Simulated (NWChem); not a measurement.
System: BeHOF; SMILES [OH][Be][F]

Output (shortened):

```
             Northwest Computational Chemistry Package (NWChem) 7.3.0
             --------------------------------------------------------

                             Geometry "geometry" -> ""
                             -------------------------

 Output coordinates in angstroms (scale by  1.889725989 to convert to a.u.)

  No.       Tag          Charge          X              Y              Z
 ---- ---------------- ---------- -------------- -------------- --------------
    1 Be                   4.0000    -0.00040500     0.00039200     0.01070500
    2 F                    9.0000     0.01563200    -0.01526000     1.40913100
    3 O                    8.0000    -0.06572800     0.06418200    -1.39637300
    4 H                    1.0000     0.31116300    -0.30384200    -2.20071900

 Effective nuclear repulsion energy (a.u.)      45.8528361612

                              NWChem Property Module
                              ----------------------

  itol2e modified to match energy
  convergence criterion.

                                 NWChem DFT Module
                                 -----------------

 Summary of "ao basis" -> "ao basis" (spherical)
 ------------------------------------------------------------------------------
       Tag                 Description            Shells   Functions and Types
 ---------------- ------------------------------  ------  ---------------------
 Be                         def2-svp                 5        9   3s2p
 F                          def2-svp                 6       14   3s2p1d
 O                          def2-svp                 6       14   3s2p1d
 H                          def2-svp                 3        5   2s1p

  itol2e modified to match energy
  convergence criterion.

            General Information
            -------------------
          SCF calculation type: DFT
          Wavefunction type:  closed shell.
          No. of atoms     :     4
          No. of electrons :    22
           Alpha electrons :    11
            Beta electrons :    11
          Charge           :     0
          Spin multiplicity:     1
          Use of symmetry is: off; symmetry adaption is: off
          Maximum number of iterations: 150
          AO basis - number of functions:    42
                     number of shells:    20
          Convergence on energy requested:  1.00D-07
          Convergence on density requested:  1.00D-05
          Convergence on gradient requested:  5.00D-04

              XC Information
              --------------
                     Hartree-Fock (Exact) Exchange  1.000
                   CAM-Becke88 Exchange Functional  1.000
                      VWN V Correlation Functional  0.190 local
              Lee-Yang-Parr Correlation Functional  0.810

           Range-Separation Parameters
           ---------------------------
           Alpha           :  0.19
           Beta            :  0.46
           Gamma           :  0.33
           Short-Range HF  :     F

             Grid Information
             ----------------
          Grid used for XC integration:  fine
          Radial quadrature: Mura-Knowles
          Angular quadrature: Lebedev.
          Tag              B.-S. Rad. Rad. Pts. Rad. Cut. Ang. Pts.
          ---              ---------- --------- --------- ---------
          Be                  1.05       70           8.0       590
          F                   0.50       70          10.0       590
          O                   0.60       70           7.0       590
          H                   0.35       60          10.0       590
          Grid pruning is: on
          Number of quadrature shells:   270
          Spatial weights used:  Erf1

      Superposition of Atomic Density Guess
      -------------------------------------

 Sum of atomic energies:        -189.03667111

      Non-variational initial energy
      ------------------------------

 Total energy =    -189.411463
 1-e energy   =    -351.616663
 2-e energy   =     116.352365
 HOMO         =      -0.524068
 LUMO         =      -0.060242

   convergence    iter        energy       DeltaE   RMS-Dens  Diis-err
 ---------------- ----- ----------------- --------- --------- ---------
 d= 0,ls=0.0,diis     1   -190.2410663128 -2.36D+02  2.39D-02  8.36D-01
 d= 0,ls=0.0,diis     2   -190.2300063856  1.11D-02  1.07D-02  1.28D+00
 d= 0,ls=0.0,diis     3   -190.3360282489 -1.06D-01  9.07D-04  2.43D-03
 d= 0,ls=0.0,diis     4   -190.3364105000 -3.82D-04  2.76D-04  2.29D-04
 d= 0,ls=0.0,diis     5   -190.3364345456 -2.40D-05  1.10D-04  7.92D-05
  Resetting Diis
 d= 0,ls=0.0,diis     6   -190.3364414687 -6.92D-06  4.23D-05  5.81D-06
 d= 0,ls=0.0,diis     7   -190.3364421888 -7.20D-07  4.64D-06  1.77D-08
 d= 0,ls=0.0,diis     8   -190.3364421944 -5.55D-09  1.49D-06  7.88D-09

         Total DFT energy =     -190.336442194397
      One electron energy =     -354.769148218478
           Coulomb energy =      140.924399841969
    Exchange-Corr. energy =      -22.344529979049
 Nuclear repulsion energy =       45.852836161161

 Numeric. integr. density =       21.999999954379

                       DFT Final Molecular Orbital Analysis
                       ------------------------------------

 Vector    9  Occ=2.000000D+00  E=-4.719151D-01
              MO Center=  1.8D-02, -1.8D-02,  1.2D+00, r^2= 9.5D-01
   Bfn.  Coefficient  Atom+Function         Bfn.  Coefficient  Atom+Function
  ----- ------------  ---------------      ----- ------------  ---------------
    13      0.443214  2 F  px                14     -0.432819  2 F  py
    16     -0.307158  2 F  px                17      0.299954  2 F  py
     4      0.114216  1 Be px                 5     -0.111538  1 Be py
    27     -0.076733  3 O  px                28      0.074935  3 O  py
    29     -0.066768  3 O  pz                32     -0.048100  3 O  pz

 Vector   10  Occ=2.000000D+00  E=-4.066767D-01
              MO Center= -8.3D-02,  8.1D-02, -1.2D+00, r^2= 1.2D+00
   Bfn.  Coefficient  Atom+Function         Bfn.  Coefficient  Atom+Function
  ----- ------------  ---------------      ----- ------------  ---------------
    27      0.387452  3 O  px                28     -0.378341  3 O  py
    30      0.294064  3 O  px                31     -0.287148  3 O  py
    29      0.221877  3 O  pz                26     -0.142970  3 O  s
    32      0.143377  3 O  pz                13      0.122530  2 F  px
    14     -0.119647  2 F  py                 6      0.113883  1 Be pz

 Vector   11  Occ=2.000000D+00  E=-3.965451D-01
              MO Center= -5.1D-02,  5.0D-02, -1.2D+00, r^2= 1.2D+00
   Bfn.  Coefficient  Atom+Function         Bfn.  Coefficient  Atom+Function
  ----- ------------  ---------------      ----- ------------  ---------------
    28      0.423336  3 O  py                27      0.413380  3 O  px
    31      0.327955  3 O  py                30      0.320242  3 O  px
    14      0.124202  2 F  py                13      0.121281  2 F  px
    17     -0.106415  2 F  py                16     -0.103912  2 F  px
     5     -0.081216  1 Be py                 4     -0.079306  1 Be px

 Vector   12  Occ=0.000000D+00  E= 2.010957D-02
              MO Center=  1.9D-01, -1.8D-01, -2.3D-01, r^2= 5.8D+00
   Bfn.  Coefficient  Atom+Function         Bfn.  Coefficient  Atom+Function
  ----- ------------  ---------------      ----- ------------  ---------------
     3      1.221652  1 Be s                 26     -0.438017  3 O  s
    12     -0.248701  2 F  s                 25     -0.142199  3 O  s
    39      0.106397  4 H  s                  2     -0.099960  1 Be s
     9     -0.096406  1 Be pz                11     -0.094965  2 F  s
    15     -0.089198  2 F  pz                 1     -0.075670  1 Be s

 Vector   13  Occ=0.000000D+00  E= 8.527900D-02
              MO Center= -9.7D-02,  9.5D-02,  2.5D-02, r^2= 4.7D+00
   Bfn.  Coefficient  Atom+Function         Bfn.  Coefficient  Atom+Function
  ----- ------------  ---------------      ----- ------------  ---------------
     7      0.610205  1 Be px                 8     -0.595844  1 Be py
    39     -0.244249  4 H  s                  4     -0.220700  1 Be px
     5      0.215506  1 Be py                26      0.194900  3 O  s
    16     -0.148758  2 F  px                13      0.145571  2 F  px
    17      0.145257  2 F  py                14     -0.142145  2 F  py

 Vector   14  Occ=0.000000D+00  E= 9.137705D-02
              MO Center=  1.5D-03, -1.4D-03,  1.9D-02, r^2= 4.9D+00
   Bfn.  Coefficient  Atom+Function         Bfn.  Coefficient  Atom+Function
  ----- ------------  ---------------      ----- ------------  ---------------
     8      0.634615  1 Be py                 7      0.619681  1 Be px
     5     -0.189469  1 Be py                31     -0.188534  3 O  py
     4     -0.185008  1 Be px                30     -0.184100  3 O  px
    28     -0.161125  3 O  py                27     -0.157335  3 O  px
    17     -0.143748  2 F  py                14      0.141636  2 F  py

     Multipole analysis of the density
     ---------------------------------

     L   x y z        total         alpha         beta         nuclear
     -   - - -        -----         -----         ----         -------
     0   0 0 0     -0.000000    -11.000000    -11.000000     22.000000

     1   1 0 0      0.303816      0.223333      0.223333     -0.142850
     1   0 1 0     -0.296679     -0.218110     -0.218110      0.139541
     1   0 0 1     -0.828182      0.196956      0.196956     -1.222093

     2   2 0 0    -10.732774     -5.604905     -5.604905      0.477036
     2   1 1 0     -0.203241      0.131285      0.131285     -0.465811
     2   1 0 1     -1.424903     -1.154718     -1.154718      0.884533
     2   0 2 0    -10.742452     -5.598651     -5.598651      0.454850
     2   0 1 1      1.391368      1.127459      1.127459     -0.863549
     2   0 0 2    -12.351346    -74.585364    -74.585364    136.819382

          -----------------------
          Electric field gradient
          -----------------------

 1 a.u. = 0.324123 10**(16) esu/cm**3  ( or statvolts/cm**2 ) = 0.97174 10**(22) v/m**2

 ------------------------------------------------------------
   Atom      X         Y         Z
 ------------------------------------------------------------
    1 Be  -0.00077   0.00074   0.02023
 ------------------------------------------------------------

 Electric field gradient in molecular frame (a.u.)
         XX             YY             ZZ             XY             XZ             YZ
 ------------------------------------------------------------------------------------------
       -0.072419      -0.072049       0.144469       0.007768      -0.008719       0.008514

 Principal components (a.u.) and orientation
 of principal axis w.r.t. absolute frame                      Asymmetry parameter eta
 --------------------------------------------------------------------------------------
        0.145128      -0.080664      -0.064465                       0.111621

       -0.038672       0.714424       0.698643
        0.037763      -0.697622       0.715470
        0.998538       0.054051      -0.000001

 ------------------------------------------------------------
   Atom      X         Y         Z
 ------------------------------------------------------------
    2 F    0.02954  -0.02884   2.66287
 ------------------------------------------------------------

 Electric field gradient in molecular frame (a.u.)
         XX             YY             ZZ             XY             XZ             YZ
 ------------------------------------------------------------------------------------------
        0.244370       0.245566      -0.489936       0.025129       0.000363      -0.000362

 Principal components (a.u.) and orientation
 of principal axis w.r.t. absolute frame                      Asymmetry parameter eta
 --------------------------------------------------------------------------------------
       -0.489936       0.270104       0.219832                       0.102608

       -0.000512       0.698641       0.715472
        0.000510       0.715472      -0.698641
        1.000000      -0.000007       0.000723

 ------------------------------------------------------------
   Atom      X         Y         Z
 ------------------------------------------------------------
    3 O   -0.12421   0.12129  -2.63876
 ------------------------------------------------------------

 Electric field gradient in molecular frame (a.u.)
         XX             YY             ZZ             XY             XZ             YZ
 ------------------------------------------------------------------------------------------
        0.450614       0.464203      -0.914817       0.285391       0.626755      -0.612007

 Principal components (a.u.) and orientation
 of principal axis w.r.t. absolute frame                      Asymmetry parameter eta
 --------------------------------------------------------------------------------------
       -1.402281       0.742880       0.659401                       0.059531

       -0.347900       0.698650       0.625183
        0.339714       0.715463      -0.610497
        0.873819       0.000009       0.486251

 ------------------------------------------------------------
   Atom      X         Y         Z
 ------------------------------------------------------------
    4 H    0.58801  -0.57418  -4.15876
 ------------------------------------------------------------

 Electric field gradient in molecular frame (a.u.)
         XX             YY             ZZ             XY             XZ             YZ
 ------------------------------------------------------------------------------------------
        0.132988       0.138257      -0.271245       0.110640       0.236308      -0.230748

 Principal components (a.u.) and orientation
 of principal axis w.r.t. absolute frame                      Asymmetry parameter eta
 --------------------------------------------------------------------------------------
       -0.485113       0.246294       0.238819                       0.015410

       -0.388882       0.698644       0.600556
        0.379732       0.715469      -0.586436
        0.839389       0.000004       0.543531
```

Level: CAM-B3LYP/def2-SVP. The geometry was optimised at PBE-D3(BJ)/def2-SVP. NWChem prints the field gradient with the sign opposite to the second derivative of the potential.

Q: Which NWChem input produces such a log?

A: Several could match; the one computed here: the input that was run:
```
start job
memory heap 200 mb stack 900 mb global 1100 mb
geometry units angstroms noautosym nocenter noautoz
  Be    -0.000405     0.000392     0.010705
  F      0.015632    -0.015260     1.409131
  O     -0.065728     0.064182    -1.396373
  H      0.311163    -0.303842    -2.200719
end
basis spherical
  Be library def2-svp
  F library def2-svp
  O library def2-svp
  H library def2-svp
end
dft
  xc xcamb88 1.00 lyp 0.81 vwn_5 0.19 hfexch 1.00
  cam 0.33 cam_alpha 0.19 cam_beta 0.46
  iterations 150
end
property
  efieldgrad
end
task dft property
```
